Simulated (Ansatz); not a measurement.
`[SiH3][CH2][SnH3]` + CH₃NH₂ → `CN[SiH3]` + `[CH3][SnH3]` at 700 K and 1 bar (ligand exchange at the Si–C bond).

Isolated molecules relaxed with PBE0-D4/def2-TZVP in Ansatz; ΔE leaves out vibrations. CBS: MP2 limit from def2 TZ/QZ plus the TZ coupled-cluster correction, frozen cores. Elements past krypton have def2 core potentials. For Sn outer-core shells are correlated without core-valence functions, which leaves a few kJ/mol of doubt a bond.

```json
{"species": "`[SiH3][CH2][SnH3]`", "CCSD(T)/CBS energy (Eh)": "-545.94570", "H − E (kJ/mol)": "268.4", "S (J/(mol·K))": "479.4"}
{"species": "CH₃NH₂", "CCSD(T)/CBS energy (Eh)": "-95.75281", "H − E (kJ/mol)": "207.6", "S (J/(mol·K))": "296.6"}
{"species": "`CN[SiH3]`", "CCSD(T)/CBS energy (Eh)": "-386.04948", "H − E (kJ/mol)": "271.2", "S (J/(mol·K))": "396.1"}
{"species": "`[CH3][SnH3]`", "CCSD(T)/CBS energy (Eh)": "-255.66383", "H − E (kJ/mol)": "202.9", "S (J/(mol·K))": "368.5"}
```

H − E and S are ideal-gas, rigid-rotor, harmonic terms from PBE0-D4/def2-TZVP, for one conformer and one mirror image of each species. 1 Eh = 2625.50 kJ/mol, R = 8.31446 J/(mol·K).

Task: By hand: ΔE, ΔH, ΔS and ΔG.

Result: ΔE = (-386.04948) + (-255.66383) − (-545.94570) − (-95.75281) = -0.01480 Eh = -38.9 kJ/mol. Δ(H − E) = 271.2 + 202.9 − 268.4 − 207.6 = -1.9, so ΔH = -40.8 kJ/mol. ΔS = 396.1 + 368.5 − 479.4 − 296.6 = -11.4 J/(mol·K). ΔG = -40.8 − 700 × (-11.4)/1000 = -32.8 kJ/mol.

Task: By hand: the equilibrium constant, and the temperature at which ΔG would vanish if ΔH and ΔS stayed fixed.

Result: log₁₀ K = −ΔG/(RT ln 10) = 2.4. ΔG = 0 at ΔH/ΔS = 3579 K, far beyond where these terms or the molecules hold.

The number of gas molecules stays the same, so ΔS is small and ΔH decides. A doubt of 5 kJ/mol in ΔE shifts log₁₀ K by 0.4 here. Other conformers and mirror images would add mixing entropy, several J/(mol·K) or more a flexible species. Modes under 60 cm⁻¹, often nearly free rotors, make the harmonic entropy too high. These are equilibria of isolated gas molecules and say nothing of rates. Largest T1 diagnostic: 0.012 (customary marks: 0.02 for closed shells, 0.045 for open ones).
